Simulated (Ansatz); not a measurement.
Isolated molecules relaxed with PBE0-D4/def2-TZVP in Ansatz; ΔE leaves out vibrations. CCSD(T)/CBS adds triple-zeta CCSD(T) − MP2 to the extrapolated MP2 energy (def2 sets, frozen cores). This one scheme is used for every species. Functionals use def2-TZVPP. B3LYP here is the variant with VWN-RPA as its local correlation; programs differ in this. For Se outer-core shells are correlated without core-valence functions, which leaves a few kJ/mol of doubt a bond. Scalar relativity is left out up to krypton. One conformer a species, not always the lowest.

`[SeH][SiH2][SeH]` + `COCO` → `O[SiH2][SeH]` + `COC[SeH]`  (formal exchange of groups at the Si–Se bond)

`[SeH][SiH2][SeH]`:

Cartesian coordinates in Å:
```
Se 0.877 0.878 -1.556
Si -0.474 -0.407 -0.255
Se -0.093 -0.204 1.978
H 0.494 2.115 -0.863
H -1.906 -0.052 -0.397
H -0.227 -1.782 -0.751
H 1.328 -0.548 1.844
```

`COCO`:

Cartesian coordinates in Å:
```
C -0.973 0.923 -0.039
O 0.412 0.734 -0.225
C 0.775 -0.604 -0.340
O 0.610 -1.330 0.843
H -1.146 1.997 0.021
H -1.541 0.516 -0.887
H -1.325 0.446 0.880
H 1.820 -0.594 -0.667
H 0.154 -1.118 -1.085
H 1.213 -0.969 1.499
```

`O[SiH2][SeH]`:

Cartesian coordinates in Å:
```
O -0.868 -0.722 -1.178
Si 0.342 -0.447 -0.103
Se 0.691 1.766 0.325
H -1.690 -0.242 -1.056
H 0.078 -1.097 1.205
H 1.562 -0.980 -0.744
H -0.115 1.722 1.551
```

`COC[SeH]`:

Z-matrix (Å, degrees):
```
C
O 1 1.405
H 1 1.096 2 111.0
H 1 1.089 2 107.1 3 119.2
H 1 1.099 2 111.1 3 -121.6
C 2 1.379 1 114.1 3 64.8
Se 6 1.981 2 115.7 1 -70.8
H 6 1.095 2 112.5 1 52.0
H 6 1.089 2 107.5 1 173.0
H 7 1.468 6 95.9 2 92.0
```

(1) Is it downhill or uphill in electronic energy at CCSD(T)/CBS, and by how much? (Estimate.)

(2) What do these levels give: B3LYP-D4, ωB97X-V, PBE0, SCS-MP2/def2-TZVPP, CCSD(T)/def2-TZVPP, SCS-MP2/def2-QZVPP? (Estimate.)

Largest T1 diagnostic among the species: 0.011.

## Answers

(1) Ansatz gave: Downhill: ΔE = -41.2 kJ/mol.

(2) Ansatz gave: B3LYP-D4 -41.9, ωB97X-V -35.8, PBE0 -31.2, SCS-MP2/def2-TZVPP -45.5, CCSD(T)/def2-TZVPP -41.9, SCS-MP2/def2-QZVPP -45.9 kJ/mol.

In def2-TZVPP, CCSD(T) changes the Hartree–Fock value by −7.0 kJ/mol (the triples alone add −0.9 kJ/mol) and MP2 by −11.0 kJ/mol.
